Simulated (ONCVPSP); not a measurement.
# Ranking ONCV potentials for H

All share these settings but for the change named:

- Element: hydrogen
- Generator: ONCVPSP 4.0.1
- Type: optimised norm-conserving Vanderbilt (ONCV)
- Functional: PBE
- Relativity: scalar-relativistic
- Frozen core: none
- Valence charge: 1
- Reference configuration: 1s1
- Partial waves: 1s: rc 1.05 bohr, ncon 4, nbas 7, qcut 5.6 1/bohr, 2 projectors, debl 1.7 Ha; p scattering state at 0.02 Ha: rc 0.95 bohr, ncon 3, nbas 7, qcut 9.3 1/bohr, 2 projectors, debl 3 Ha
- Local potential: polynomial inside 0.75 bohr (lpopt 5, dvloc0 0 Ha)
- Core correction: none

Cutoff: the first of the cutoffs (Ha) at which the residual kinetic energy of the hardest occupied pseudo-wave falls to 1 and 0.1 mHa per electron; the density cutoff is not measured.

The base gives 16 Ha.

Of 7 variants that were run, those that failed, showed a ghost or another fault, or gave nearly equal values are left out.

A variant can come out equal or close to the base.

(1) Rank these variants from softest to hardest (loose cutoff).
A. s: qcut 5.8; p: qcut 9.6
B. s: qcut 8.1; p: qcut 13.4
C. s: qcut 4.6; p: qcut 7.7
D. s: qcut 3.5; p: qcut 5.8

Answers

(1) A (16 Ha), B (18 Ha), C (24 Ha), D (42 Ha).
